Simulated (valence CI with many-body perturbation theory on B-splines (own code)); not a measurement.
The numbers below are computed, except where a source is named.
**Sensitivity of CI+MBPT for Ru IV**

Level of theory: configuration interaction combined with many-body perturbation theory (CI+MBPT): five valence electrons over a frozen Dirac-Fock core [Kr], a basis of 6 s, 6 p, 5 d, 5 f, 1 g functions for each j, with the one-electron correlation potential Σ1 (screened to all orders), the two-electron term Σ2, the three-electron term Σ3, Breit, model QED; selected single and double excitations, second order for the rest (own B-spline code, finite nucleus).

No measured spectrum was set against this ion. As an estimate, terms of the open shell hold to 2 to 4 % of their energy, and close levels can change places; different configurations can be misplaced against each other by 1,000 to 8,000 cm⁻¹. Among the levels kept, up to 700 cm⁻¹ of a level comes from second order outside the variational space, and about a tenth of that is noise between levels of different J, which matters for small intervals. Only levels of the ground parity were solved; by the run's estimate the other parity begins above the list, which can be wrong where configurations are misplaced.

The reference run has the lowest level 4d5 6S_5/2 and an ionisation energy of 45.2222 eV. Its largest variational space holds 9999 state functions.

Names give the largest LS component (configuration and term), which can be under half, so a name can repeat, a term be missing and a line seem to break the LS rules; names also repeat where a configuration has a term twice.

Changed runs:
A. scale of Σ1 1 → 0; scale of Σ2 1 → 0; three-electron term on → off
B. Breit term on → off; QED terms on → off
C. shift of the energy in Σ1 (hartree) 0 → -1.067
D. closed core [Kr] → [Kr] 4d1 (bad on purpose)

Excitation energies of the reference run in cm⁻¹, and shifts in cm⁻¹:

```csv
Level,Reference,A,B,C
4d5 4G_5/2,22773,+1018,-34,-106
4d5 4G_7/2,23023,+989,-4.9,-104
4d5 4G_11/2,23126,+984,+28,-101
4d5 4G_9/2,23178,+968,+18,-101
4d5 4P_5/2,25708,-851,-82,-143
4d5 4P_3/2,26154,-1000,-63,-142
4d5 4P_1/2,26840,-1312,-35,-141
4d5 4D_7/2,28080,-3.8,-3.0,-133
4d5 4D_1/2,28879,-433,+24,-133
4d5 4D_5/2,29426,-678,+41,-135
4d5 4D_3/2,29436,-711,+46,-133
4d5 2I_11/2,33044,+2295,-0.6,-144
Ionisation energy (eV),45.2222,-2.1210,-0.0232,-0.3430
```

Run D: It gave no result: the perturbation theory needs a core of closed shells. The program said: "the core must hold closed shells only".
